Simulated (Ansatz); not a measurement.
Stepwise reaction of `CB(C)Cl` with hydrogen, as a gas-phase model of exchange steps in deposition or etching. ΔE in kJ/mol; ΔG adds harmonic PBE0-D4 terms to CCSD(T)/CBS, at 1 bar.

Program: Ansatz. Geometries: PBE0-D4/def2-TZVP. ΔE: electronic, gas phase. CCSD(T)/CBS is the MP2 limit (def2-TZVPP, def2-QZVPP) plus CCSD(T) − MP2 in def2-TZVPP, frozen cores. This one scheme is used for every species. Functionals use def2-TZVPP. B3LYP here is the variant with VWN-RPA as its local correlation; programs differ in this.

```tsv
step	reaction	PBE-D4	B3LYP-D4	ωB97M-V	CCSD(T)/CBS	ΔG(500 K)
2	`CBCl` + H₂ → `BCl` + CH₄	-5.8	-13.3	-10.7	-12.1	0.7
```

Problem. Give the row of step 1, `CB(C)Cl` + H₂ → `CBCl` + CH₄. (Best estimate.)

Solution. Ansatz gave: 
```
step                       reaction  PBE-D4  B3LYP-D4  ωB97M-V  CCSD(T)/CBS  ΔG(500 K)
   1  `CB(C)Cl` + H₂ → `CBCl` + CH₄   -12.0     -18.0    -14.8        -15.2      -11.7
```

Problem. By hand: ΔE of the 2 steps together at CCSD(T)/CBS.

Solution. (-15.2) + (-12.1) = -27.3 kJ/mol, or -13.6 kJ/mol a step.

In ΔE the steps differ by no more than 3.1 kJ/mol. All are downhill at CCSD(T)/CBS. ΔG lies between -11.7 and 0.7 kJ/mol a step. PBE-D4 differs from CCSD(T)/CBS by 3.2 to 6.3 kJ/mol a step. Isolated molecules leave out the surface, adducts and barriers. Largest T1 diagnostic: 0.012.
